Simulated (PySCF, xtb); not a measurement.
GaHFBr, SMILES [GaH]([Br])[F].

Harmonic wavenumbers (cm⁻¹) from GFN2-xTB (xtb) at its own minimum, in rising order: 111, 300, 314, 464, 481, 1800.

Question: What does PySCF with r2SCAN-D4/def2-TZVP give at its own minimum? (The exact figures need the calculation; the answer reports its results.)

Answer: 152, 318, 445, 580, 695, 2070. Paired by order, the mean absolute difference is 131 cm⁻¹ and the zero-point energies are 5.0 and 6.1 kcal/mol.
